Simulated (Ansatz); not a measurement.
The same molecule with X = O, S, Te. Ansatz, PBE0-D4/def2-TZVP geometries, multiplicity 1. Each molecule was computed in one conformer, which needn't be the lowest.

Elements past krypton have def2 core potentials.

```csv
X,molecule,mean X–Al bond length / Å,mean X–H bond length / Å,LUMO energy (PBE/def2-TZVPP) / eV,LUMO energy (PBE0/def2-TZVPP) / eV,size of the dipole moment (PBE/def2-TZVPP) / D
O,`[CH3][AlH][OH]`,1.701,0.956,-1.21,-0.45,0.50
Te,`[CH3][AlH][TeH]`,2.533,1.657,-1.92,-1.20,0.99
```

**Question.** Give the row for X = S, `[CH3][AlH][SH]`. (Best estimate.)

**Answer.** The calculation gave: 
```
X          molecule  mean X–Al bond length / Å  mean X–H bond length / Å  LUMO energy (PBE/def2-TZVPP) / eV  LUMO energy (PBE0/def2-TZVPP) / eV  size of the dipole moment (PBE/def2-TZVPP) / D
S  `[CH3][AlH][SH]`                      2.188                     1.344                              -1.68                               -0.93                                            0.97
```

From O to Te the mean X–Al bond length rises at each step, by 0.832 Å in all; the mean X–H bond length rises at each step, by 0.701 Å in all; the LUMO energy (PBE/def2-TZVPP) falls at each step, by 0.71 eV in all; the LUMO energy (PBE0/def2-TZVPP) falls at each step, by 0.75 eV in all. Bonds lengthen as the atom grows down the group. Dipoles are sizes alone, and their direction can turn along the series.
